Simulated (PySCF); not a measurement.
**From computed data to an observable: entropy of an ideal gas**

dibromo(dichloro)methane (CBr2Cl2), SMILES BrC(Br)(Cl)Cl.

Geometry optimised at ωB97X-D3(BJ)/def2-SVP.

ωB97X-D3(BJ)/def2-SVP run with PySCF 2.14.0 gives the harmonic wavenumbers 162, 182, 242, 253, 273, 405, 756, 803, 834 cm⁻¹ and the rotational temperatures 0.0651, 0.0447, 0.0391 K. The molar mass is 242.72 g/mol, the symmetry number 2, the spin multiplicity 1.

### Question
Work out the entropy at 298.15 K and 1 atm in the rigid-rotor, harmonic-oscillator model.

### Answer

Translation (Sackur–Tetrode at 1 atm): S = R[1.5 ln M + 2.5 ln T − 1.16487] = 177.2 J/(mol K).
Rotation: q = (√π/σ) T^1.5/√(θA θB θC) = 428000, S = R[ln q + 3/2] = 120.3 J/(mol K).
Vibration: with u = 1.4388 ν/T, each mode gives R[u/(e^u − 1) − ln(1 − e^−u)]:
```tsv
ν (cm⁻¹)	modes	u	S (J/(mol K))
162	1	0.78	10.57
182	1	0.88	9.66
242	1	1.17	7.48
253	1	1.22	7.15
273	1	1.32	6.60
405	1	1.95	3.95
756	1	3.65	1.03
803	1	3.88	0.86
834	1	4.02	0.76
```
These are all the modes. Sum 48.1 J/(mol K).
Spin: R ln 1 = 0.0 J/(mol K).
Total 345.6 J/(mol K); the program's own thermochemistry gives 345.6. Translation makes up 51 % and vibration 14 %. Anharmonicity, hindered rotation and orbital degeneracy are left out.
